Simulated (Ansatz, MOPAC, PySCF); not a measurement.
Pair of molecules: HF (SMILES F) (first 2 atoms) with C4H6 (SMILES C=CC=C); geometry from B3LYP-D3(BJ)/def2-TZVP, rigid monomers moved along the line of their centres of mass till H2···C3 is 2.91 Å.
(charge 0, multiplicity 1):
```xyz
12

F      0.536     0.020     0.248
H      0.655     0.250     1.148
C      0.946     1.280     3.856
C      0.499     0.088     4.270
C     -0.893    -0.214     4.551
C     -1.321    -1.408     4.960
H      0.272     2.117     3.716
H      1.997     1.458     3.673
H      1.206    -0.725     4.412
H     -1.604     0.595     4.410
H     -2.367    -1.598     5.161
H     -0.634    -2.234     5.104
```

Counterpoise-corrected where a basis set is named; no monomer relaxation.

Frozen-core correlation. The state that PM6 reach isn't checked.

The values were computed with Ansatz (an electronic-structure program) with Gaussian orbitals; MOPAC for PM6 (differences of heats of formation); PySCF for the dispersion terms. Each number belongs to the level named beside it.

**Question.** Estimate the interaction energy that PM6 returns for this input.

**Answer.** -37 meV

**Question.** What is the computed interaction energy (r2SCAN-D3(BJ)/def2-TZVPPD)?

**Answer.** -123 meV

**Question.** What is the computed interaction energy (CCSD(T)/aug-cc-pVDZ)?

**Answer.** -104 meV
